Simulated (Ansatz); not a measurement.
BF3, charge +1, doublet, at a GFN2-xTB geometry (a state made from the parent by changing its charge; the spin is typed, not shown lowest); CAM-B3LYP/STO-3G in Ansatz (a quantum-chemistry and plane-wave program).

Input for Ansatz:
Ansatz 0.2 input:
```yaml
crystal:
  periodic: [false, false, false]
  atoms:
    - {symbol: B, position_ang: [0.02352184, -0.01117286, 0.01055355]}
    - {symbol: F, position_ang: [-1.11173673, -0.66659873, -0.01863019]}
    - {symbol: F, position_ang: [-0.01440353, 1.20151482, -0.48663557]}
    - {symbol: F, position_ang: [1.11307256, -0.52870895, 0.49940267]}
basis:
  gaussian:
    orbitals: STO-3G
hamiltonian:
  xc: cam_b3lyp
total_charge: 1
magnetization: {spin_polarized: true, initial_magnetization: 1}
accuracy: high
```

What the program printed (banner, timings and long lists left out):

```
Functional definition: CAM-B3LYP
366 factors; integrals over basis functions are off by at most 4.5e-8 eV
157 factors; integrals over basis functions are off by at most 6.2e-10 eV
mean field evaluation 1: about -8688.2646 eV, gradient 1.7e1 eV
mean field evaluation 2: about -8689.4022 eV, gradient 1.3e1 eV
mean field evaluation 4: about -8690.2616 eV, gradient 9.2e-1 eV
mean field evaluation 8: about -8690.2518 eV, gradient 7.4e-2 eV
mean field evaluation 16: about -8690.2520 eV, gradient 1.2e-5 eV
mean field evaluation 32: about -8690.2143 eV, gradient 9.3e-1 eV
mean field -8690.25197315 eV, -319.3608695488 hartree, gradient 3.1e-8 eV, S^2 0.753039; 4 other end points of the search recorded, 0 dependent functions left out
reference -8690.25198187 eV, -319.3608698693 hartree; 16, 15 occupied and 4, 5 virtual orbitals, 366 factors
Total energy: -8690.25198187 eV, -319.3608698693 hartree
```
